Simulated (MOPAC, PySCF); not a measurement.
C$_{5}$H$_{8}$, SMILES `C1CCC1=C`, neutral singlet in the gas phase. 

Z-matrix (Å, degrees):
```
C
C 1 1.3221
H 2 1.0838 1 121.48
H 2 1.0838 3 117.05 1 179.99
C 1 1.5200 2 133.77 3 0.02
H 5 1.0916 1 114.60 2 62.83
H 5 1.0916 6 108.02 1 129.05
C 1 1.5200 2 133.77 3 -179.99
H 8 1.0916 1 114.59 2 -62.83
H 8 1.0916 9 108.02 1 -129.06
C 5 1.5575 6 114.99 7 129.91
H 11 1.0887 5 114.49 6 -126.29
H 11 1.0887 12 108.50 8 129.25
```
Charge 0, spin multiplicity 1.

All levels are single points at this geometry (B3LYP-D3(BJ)/def2-TZVP); Pople sets use spherical d functions. Orbital energies aren't observables, and empty levels follow the basis.

PM7 in MOPAC gives gap (eV) = 11.14.

**Question.** Estimate the gap (eV) from each of these levels: B3LYP-D3(BJ)/def2-TZVP in PySCF; B3LYP/6-311+G** in PySCF; M06-2X/6-31G* in PySCF; HF/3-21G in PySCF; AM1 in MOPAC.

**Answer.** 
```json
[
 {"level": "B3LYP-D3(BJ)/def2-TZVP in PySCF", "gap (eV)": "6.78"},
 {"level": "B3LYP/6-311+G** in PySCF", "gap (eV)": "6.61"},
 {"level": "M06-2X/6-31G* in PySCF", "gap (eV)": "9.65"},
 {"level": "HF/3-21G in PySCF", "gap (eV)": "14.16"},
 {"level": "AM1 in MOPAC", "gap (eV)": "11.17"}
]
```
